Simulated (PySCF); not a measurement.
A structure optimised at PBE-D3(BJ)/def2-SVP, used in a PySCF frequency run:

```xyz
12

C      1.9935     0.3892     0.0481
O      1.1264    -0.6186    -0.4276
C     -0.1749    -0.2013    -0.6845
C     -1.0327    -0.0321     0.6662
O     -2.2728     0.3065     0.3454
H      2.0229     1.2658    -0.6408
H      1.6928     0.7554     1.0586
H      3.0054    -0.0520     0.1228
H     -0.6674    -0.9923    -1.2817
H     -0.2257     0.7693    -1.2290
H     -0.8918    -0.9846     1.2513
H     -0.4806     0.8004     1.1969
```
Charge 0, spin multiplicity 2.

### Question
Write its SMILES and formula.

### Answer
COCC[O], C3H7O2

### Question
What are its rotational constants (standard atomic weights)?

### Answer
14.698, 2.5752, 2.4106 GHz
